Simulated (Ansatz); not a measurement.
Ansatz (a program for electronic structure) input for CH7F2NSi2, SMILES CN([SiH2]F)[SiH2]F, PBE-D3(BJ)/def2-SVP. 

Ansatz 0.2 input:
```yaml
crystal:
  periodic: [false, false, false]
  atoms:
    - {symbol: Si, position_ang: [1.55192162, 0.04792379, -0.39760579]}
    - {symbol: F, position_ang: [2.40124971, 1.10152268, 0.50981816]}
    - {symbol: N, position_ang: [-0.00711159, -0.26441995, 0.28407224]}
    - {symbol: C, position_ang: [-0.10585328, -1.15670535, 1.45446997]}
    - {symbol: Si, position_ang: [-1.47882309, 0.46247278, -0.27163029]}
    - {symbol: F, position_ang: [-2.42958072, -0.66404119, -0.96386675]}
    - {symbol: H, position_ang: [1.37123917, 0.65340854, -1.73919396]}
    - {symbol: H, position_ang: [2.34429012, -1.20928757, -0.40347873]}
    - {symbol: H, position_ang: [-0.13741824, -0.59325629, 2.40302029]}
    - {symbol: H, position_ang: [-1.00926981, -1.78524619, 1.39464998]}
    - {symbol: H, position_ang: [0.75796237, -1.83966772, 1.49545123]}
    - {symbol: H, position_ang: [-2.26361768, 0.99009274, 0.87546005]}
    - {symbol: H, position_ang: [-1.14668517, 1.49224263, -1.28549225]}
basis:
  gaussian:
    orbitals: def2-SVP
hamiltonian:
  xc: pbe
  dispersion: d3bj
relax: {f_tol: 0.002, max_steps: 200}
```

Log of the run:

```
WARN ansatz: RAYON_NUM_THREADS=1 ignored (pool sized by the plan → 1); use --threads N
Functional definition: PBE
integrals: 0.08 GiB planned
1424 factors; their error is unknown
mean field: 0.40 GiB planned
mean field evaluation 1: about -23796.1504 eV, gradient 7.0e1 eV
mean field evaluation 2: about -23764.2137 eV, gradient 1.4e2 eV
mean field evaluation 4: about -23805.9771 eV, gradient 1.2e1 eV
mean field evaluation 8: about -23806.2268 eV, gradient 1.1e-1 eV
mean field evaluation 16: about -23806.1238 eV, gradient 2.6e-4 eV
mean field -23806.12383492 eV, -874.8589145629 hartree, gradient 5.8e-5 eV, S^2 0.000000; 0 other end points of the search recorded, 0 dependent functions left out
the calculation of the forces begins
reference -23806.12387359 eV, -874.8589159842 hartree; 33, 33 occupied and 94, 94 virtual orbitals, 1424 factors
relax step   1: F+E_penalty+E_count = -23806.43257822 eV  Δ(F+E_penalty+E_count) = +0.000e0 eV  max|allowed force component| = 3.080e-1 eV/Å  Δτ_max = 0.0000 Å  (27 SCF iters, accepted)
these checks for a lower state are left out or cut short: starts, cluster_reference, orbital_swaps, neighbouring_geometries, increment
integrals: 0.08 GiB planned
1424 factors; their error is unknown
mean field: 0.40 GiB planned
mean field -23806.14006081 eV, -874.8595108534 hartree, gradient 1.8e-5 eV, S^2 0.000000; 0 other end points of the search recorded, 0 dependent functions left out
the calculation of the forces begins
reference -23806.14009952 eV, -874.8595122761 hartree; 33, 33 occupied and 94, 94 virtual orbitals, 1424 factors
relax step   2: F+E_penalty+E_count = -23806.44776571 eV  Δ(F+E_penalty+E_count) = -1.519e-2 eV  max|allowed force component| = 1.897e-1 eV/Å  Δτ_max = 0.0124 Å  (31 SCF iters, accepted)
these checks for a lower state are left out or cut short: starts, cluster_reference, orbital_swaps, neighbouring_geometries, increment
integrals: 0.08 GiB planned
1424 factors; their error is unknown
mean field: 0.40 GiB planned
mean field evaluation 32: about -23806.1447 eV, gradient 1.9e-5 eV
mean field -23806.14473531 eV, -874.8596826381 hartree, gradient 1.9e-5 eV, S^2 0.000000; 0 other end points of the search recorded, 0 dependent functions left out
the calculation of the forces begins
reference -23806.14477400 eV, -874.8596840598 hartree; 33, 33 occupied and 94, 94 virtual orbitals, 1424 factors
relax step   3: F+E_penalty+E_count = -23806.45155136 eV  Δ(F+E_penalty+E_count) = -3.786e-3 eV  max|allowed force component| = 4.030e-2 eV/Å  Δτ_max = 0.0147 Å  (31 SCF iters, accepted)
these checks for a lower state are left out or cut short: starts, cluster_reference, orbital_swaps, neighbouring_geometries, increment
integrals: 0.08 GiB planned
1424 factors; their error is unknown
mean field: 0.40 GiB planned
mean field -23806.14494151 eV, -874.8596902160 hartree, gradient 1.8e-5 eV, S^2 0.000000; 0 other end points of the search recorded, 0 dependent functions left out
the calculation of the forces begins
reference -23806.14498018 eV, -874.8596916369 hartree; 33, 33 occupied and 94, 94 virtual orbitals, 1424 factors
relax step   4: F+E_penalty+E_count = -23806.45175330 eV  Δ(F+E_penalty+E_count) = -2.019e-4 eV  max|allowed force component| = 2.016e-2 eV/Å  Δτ_max = 0.0065 Å  (32 SCF iters, accepted)
these checks for a lower state are left out or cut short: starts, cluster_reference, orbital_swaps, neighbouring_geometries, increment
integrals: 0.08 GiB planned
1424 factors; their error is unknown
mean field: 0.40 GiB planned
mean field -23806.14519120 eV, -874.8596993917 hartree, gradient 1.8e-5 eV, S^2 0.000000; 0 other end points of the search recorded, 0 dependent functions left out
the calculation of the forces begins
reference -23806.14522980 eV, -874.8597008104 hartree; 33, 33 occupied and 94, 94 virtual orbitals, 1424 factors
relax step   5: F+E_penalty+E_count = -23806.45198872 eV  Δ(F+E_penalty+E_count) = -2.354e-4 eV  max|allowed force component| = 2.102e-2 eV/Å  Δτ_max = 0.0190 Å  (31 SCF iters, accepted)
these checks for a lower state are left out or cut short: starts, cluster_reference, orbital_swaps, neighbouring_geometries, increment
integrals: 0.08 GiB planned
1424 factors; their error is unknown
mean field: 0.40 GiB planned
mean field -23806.14525319 eV, -874.8597016700 hartree, gradient 1.8e-5 eV, S^2 0.000000; 0 other end points of the search recorded, 0 dependent functions left out
the calculation of the forces begins
reference -23806.14529175 eV, -874.8597030870 hartree; 33, 33 occupied and 94, 94 virtual orbitals, 1424 factors
relax step   6: F+E_penalty+E_count = -23806.45211786 eV  Δ(F+E_penalty+E_count) = -1.291e-4 eV  max|allowed force component| = 2.601e-2 eV/Å  Δτ_max = 0.0195 Å  (31 SCF iters, accepted)
these checks for a lower state are left out or cut short: starts, cluster_reference, orbital_swaps, neighbouring_geometries, increment
integrals: 0.08 GiB planned
1424 factors; their error is unknown
mean field: 0.40 GiB planned
mean field -23806.14538786 eV, -874.8597066188 hartree, gradient 1.8e-5 eV, S^2 0.000000; 0 other end points of the search recorded, 0 dependent functions left out
the calculation of the forces begins
reference -23806.14542638 eV, -874.8597080347 hartree; 33, 33 occupied and 94, 94 virtual orbitals, 1424 factors
relax step   7: F+E_penalty+E_count = -23806.45220315 eV  Δ(F+E_penalty+E_count) = -8.529e-5 eV  max|allowed force component| = 1.206e-2 eV/Å  Δτ_max = 0.0155 Å  (31 SCF iters, accepted)
these checks for a lower state are left out or cut short: starts, cluster_reference, orbital_swaps, neighbouring_geometries, increment
integrals: 0.08 GiB planned
1424 factors; their error is unknown
mean field: 0.40 GiB planned
mean field evaluation 64: about -23806.1454 eV, gradient 1.1e-3 eV
mean field -23806.14539481 eV, -874.8597068744 hartree, gradient 2.7e-5 eV, S^2 0.000000; 0 other end points of the search recorded, 0 dependent functions left out
the calculation of the forces begins
reference -23806.14543333 eV, -874.8597082899 hartree; 33, 33 occupied and 94, 94 virtual orbitals, 1424 factors
relax step   8: F+E_penalty+E_count = -23806.45222927 eV  Δ(F+E_penalty+E_count) = -2.613e-5 eV  max|allowed force component| = 2.337e-3 eV/Å  Δτ_max = 0.0057 Å  (23 SCF iters, accepted)
these checks for a lower state are left out or cut short: starts, cluster_reference, orbital_swaps, neighbouring_geometries, increment
integrals: 0.08 GiB planned
1424 factors; their error is unknown
mean field: 0.40 GiB planned
mean field -23806.14542584 eV, -874.8597080147 hartree, gradient 1.8e-5 eV, S^2 0.000000; 0 other end points of the search recorded, 0 dependent functions left out
the calculation of the forces begins
reference -23806.14546435 eV, -874.8597094299 hartree; 33, 33 occupied and 94, 94 virtual orbitals, 1424 factors
relax step   9: F+E_penalty+E_count = -23806.45224711 eV  Δ(F+E_penalty+E_count) = -1.784e-5 eV  max|allowed force component| = 5.293e-3 eV/Å  Δτ_max = 0.0088 Å  (32 SCF iters, accepted)
these checks for a lower state are left out or cut short: starts, cluster_reference, orbital_swaps, neighbouring_geometries, increment
integrals: 0.08 GiB planned
1424 factors; their error is unknown
mean field: 0.40 GiB planned
mean field -23806.14543909 eV, -874.8597085017 hartree, gradient 1.8e-5 eV, S^2 0.000000; 0 other end points of the search recorded, 0 dependent functions left out
the calculation of the forces begins
reference -23806.14547759 eV, -874.8597099166 hartree; 33, 33 occupied and 94, 94 virtual orbitals, 1424 factors
relax step  10: F+E_penalty+E_count = -23806.45226603 eV  Δ(F+E_penalty+E_count) = -1.892e-5 eV  max|allowed force component| = 8.406e-3 eV/Å  Δτ_max = 0.0107 Å  (32 SCF iters, accepted)
these checks for a lower state are left out or cut short: starts, cluster_reference, orbital_swaps, neighbouring_geometries, increment
integrals: 0.08 GiB planned
1424 factors; their error is unknown
mean field: 0.40 GiB planned
mean field -23806.14544721 eV, -874.8597088001 hartree, gradient 1.8e-5 eV, S^2 0.000000; 0 other end points of the search recorded, 0 dependent functions left out
the calculation of the forces begins
reference -23806.14548571 eV, -874.8597102149 hartree; 33, 33 occupied and 94, 94 virtual orbitals, 1424 factors
relax step  11: F+E_penalty+E_count = -23806.45227640 eV  Δ(F+E_penalty+E_count) = -1.037e-5 eV  max|allowed force component| = 3.168e-3 eV/Å  Δτ_max = 0.0087 Å  (32 SCF iters, accepted)
these checks for a lower state are left out or cut short: starts, cluster_reference, orbital_swaps, neighbouring_geometries, increment
integrals: 0.08 GiB planned
1424 factors; their error is unknown
mean field: 0.40 GiB planned
mean field -23806.14545308 eV, -874.8597090156 hartree, gradient 1.2e-5 eV, S^2 0.000000; 0 other end points of the search recorded, 0 dependent functions left out
the calculation of the forces begins
reference -23806.14549158 eV, -874.8597104305 hartree; 33, 33 occupied and 94, 94 virtual orbitals, 1424 factors
relax step  12: F+E_penalty+E_count = -23806.45227812 eV  Δ(F+E_penalty+E_count) = -1.721e-6 eV  max|allowed force component| = 1.432e-3 eV/Å  Δτ_max = 0.0028 Å  (24 SCF iters, accepted)
integrals: 0.08 GiB planned
1424 factors; their error is unknown
mean field: 0.40 GiB planned
mean field evaluation 96: about -23796.1847 eV, gradient 7.0e1 eV
mean field -23806.14545308 eV, -874.8597090156 hartree, gradient 1.2e-5 eV, S^2 0.000000; 1 other end points of the search recorded, 0 dependent functions left out
the calculation of the forces begins
reference -23806.14549158 eV, -874.8597104305 hartree; 33, 33 occupied and 94, 94 virtual orbitals, 1424 factors
Total energy: -23806.45231662 eV, -874.8709860429 hartree
Atom 0 at     1.549463     0.040673    -0.409728 Å, force     0.000003     0.000958    -0.000402 eV/Å
Atom 1 at     2.401924     1.149092     0.452365 Å, force     0.000154     0.000028     0.000326 eV/Å
Atom 2 at    -0.010345    -0.275969     0.298249 Å, force     0.000260     0.000084     0.000342 eV/Å
Atom 3 at    -0.106135    -1.171912     1.465922 Å, force    -0.000242    -0.001432     0.001332 eV/Å
Atom 4 at    -1.478398     0.480580    -0.266082 Å, force    -0.000601    -0.000714    -0.000440 eV/Å
Atom 5 at    -2.438927    -0.621127    -1.014135 Å, force    -0.000129    -0.000434    -0.000199 eV/Å
Atom 6 at     1.342536     0.600119    -1.780262 Å, force     0.000092    -0.000402    -0.000217 eV/Å
Atom 7 at     2.359035    -1.219408    -0.373413 Å, force    -0.000463    -0.000000     0.000121 eV/Å
Atom 8 at    -0.202058    -0.609308     2.419951 Å, force     0.000160    -0.000639    -0.001219 eV/Å
Atom 9 at    -0.977895    -1.853194     1.377294 Å, force     0.001037     0.000906     0.000017 eV/Å
Atom 10 at     0.796954    -1.812111     1.542619 Å, force    -0.001169     0.000967    -0.000256 eV/Å
Atom 11 at    -2.277717     0.986800     0.895894 Å, force     0.000605     0.000505     0.000197 eV/Å
Atom 12 at    -1.110134     1.540807    -1.253000 Å, force     0.000292     0.000174     0.000398 eV/Å
Dipole moment:    -0.008441    -0.139478     0.162798 e Å
```

The run converged.
